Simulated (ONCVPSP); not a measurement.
tin (Sn), ONCV: configuration errors across variants

* Element: tin
* Generator: ONCVPSP 4.0.1
* Type: optimised norm-conserving Vanderbilt (ONCV)
* Functional: PBE
* Relativity: fully relativistic
* Frozen core: [Kr] 4d10
* Valence charge: 4
* Reference configuration: 5s1 5p3
* Partial waves: 5s: rc 2.10 bohr, ncon 4, nbas 8, qcut 2.5 1/bohr, 1 projector; 5p: rc 2.70 bohr, ncon 4, nbas 8, qcut 3.6 1/bohr, 3 projectors, debl 0.5 Ha; d scattering state at 0.26 Ha: rc 2.35 bohr, ncon 4, nbas 8, qcut 4.4 1/bohr, 3 projectors, debl 1.6 Ha
* Local potential: polynomial inside 1.60 bohr (lpopt 4, dvloc0 6 Ha)
* Core correction: none

Open shells are filled in proportion to 2j + 1.

All-electron excitation energies from the reference (eV): (1) 5s2 5p2 -6.960; (2) 5s2 5p1 -0.072; (3) 5s2 5p0 13.899; (4) 5s1 5p2 7.558.

1 further variants failed, have other tests or another functional or relativity, and are left out.

A true bound ghost makes a file unfit for plane-wave use even where its test errors are small: the radial tests pick states by their node count and pass the ghost by.

Errors AE − PS in meV (a dash: test not solved or not reliable):

```tsv
change	(1)	(2)	(3)	(4)	bound ghosts	GHOST(+) flags above zero
base	+16	+24	+54	-4.1	d5/2, d3/2	none
p: ncon 3, nbas 7	+17	+25	+49	-4.3	d5/2, d3/2	none
all radii scaled by about 1.18 (s 2.48, p 3.18, d 2.76 bohr); local potential polynomial inside 1.88 bohr (lpopt 4, dvloc0 6 Ha)	+11	+18	+42	-5.0	none	d5/2, d3/2
s: nproj 3	+16	+24	+47	-4.7	d5/2, d3/2	s
s: rc 2.36	+13	+24	+63	-3.3	d5/2, d3/2	none
s: rc 2.58	+3.9	+16	+62	-2.8	d5/2, d3/2	none
```

Q: Give the same row for: s: qcut 1.4.

A: +18, +29, +65, -3.5; bound ghosts: d5/2, d3/2; GHOST(+) flags above zero: none.
